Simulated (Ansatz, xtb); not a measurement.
Isomers of C4H12Si2 in order of energy

5 gas-phase structures of C4H12Si2, from a drawn sample of its isomers (lower ones may exist). Each was relaxed with GFN2-xTB; where two conformers were screened, the lower at r2SCAN-D4/def2-SVP is listed:

A. `[SiH3][C@H]1C[C@H]([SiH3])C1`, a singlet
B. `[SiH3]C1([SiH3])CCC1`, a singlet
C. `[SiH3][C@H]1C[C@@H]([SiH3])C1`, a singlet
D. `[SiH3][C@@H]1CC[C@@H]1[SiH3]`, a singlet
E. `[SiH3][C@@H]1CC[C@H]1[SiH3]`, a singlet

Task: Which do you expect lowest at r2SCAN-D4/def2-SVP, and how would the others follow?

Result: Calculated order at r2SCAN-D4/def2-SVP: B (0.0), E (1.7), A (1.9), C (2.0), D (2.5) kcal/mol. Less than 1 kcal/mol parts E and A; A and C; C and D, so the order within those pairs means little.

Energies above the lowest of each column, in kcal/mol; the last columns are at PBE0-D3(BJ)/def2-SVP geometries:

| structure | GFN2-xTB | HF/STO-3G | r2SCAN-D4/def2-SVP | PBE0-D3(BJ)/def2-SVP | CCSD(T)/def2-SVP + ΔMP2/def2-TZVPP |
| --- | --- | --- | --- | --- | --- |
| B | 1.1 | 2.7 | 0.0 | 0.0 | 0.0 |
| E | 0.0 | 0.2 | 1.7 | 1.7 | 1.8 |
| A | 0.3 | 0.5 | 1.9 | 1.9 | 2.1 |
| C | 0.5 | 0.0 | 2.0 | 2.0 | 2.2 |
| D | 1.5 | 2.8 | 2.5 | 2.6 | 3.1 |

CCSD(T)/def2-SVP + ΔMP2/def2-TZVPP puts B lowest; GFN2-xTB picks E, HF/STO-3G picks C. ΔMP2 is the change of the MP2 energy from the smaller to the larger basis.

Over these structures GFN2-xTB departs from r2SCAN-D4/def2-SVP by 0.8 kcal/mol on average once a common shift is removed. A GFN2-xTB relaxation took about 0.45 s and the r2SCAN-D4/def2-SVP energy about 7.2 s on a shared host (Ansatz 0.2.0, xtb 6.7.1).
